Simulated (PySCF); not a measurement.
## Antimony: a sound run and one with changed settings

Sound run: Sb [Kr] 4d10 5s2 5p3, Sb+ [Kr] 4d10 5s2 5p2. Computed with PySCF 2.14 in cc-pVDZ-PP with ECP28MDF (4s3p2d, 23 functions), with a scalar-relativistic core potential. The sound run starts from symmetry-adapted Hartree-Fock orbitals and uses a fine grid where one is needed.

Changed run: basis STO-3G, all-electron and non-relativistic. This setting is unsound on purpose.

| species | method | sound run (hartree) | changed run (hartree) | converged |
| --- | --- | --- | --- | --- |
| Sb | UHF | -239.27266 | -6251.36246 | yes |
| Sb | TPSS | -240.11067 | -6253.07353 | yes |
| Sb | r2SCAN | -240.30409 | -6253.55728 | yes |
| Sb+ | UHF | -238.95660 | -6251.13175 | yes |
| Sb+ | TPSS | -239.78092 | -6252.81713 | yes |
| Sb+ | r2SCAN | -239.96681 | -6253.29654 | yes |

Ionisation energy of Sb:

```json
{"method": "UHF", "sound run (eV)": "8.600", "changed run (eV)": "6.278"}
{"method": "TPSS", "sound run (eV)": "8.973", "changed run (eV)": "6.977"}
{"method": "r2SCAN", "sound run (eV)": "9.178", "changed run (eV)": "7.095"}
```

A minimal basis cannot let orbitals breathe on ionisation and holds almost no correlation. The Hamiltonian changed with the basis, so the totals do not compare.

For comparison, NIST gives 8.608 eV between the lowest levels.
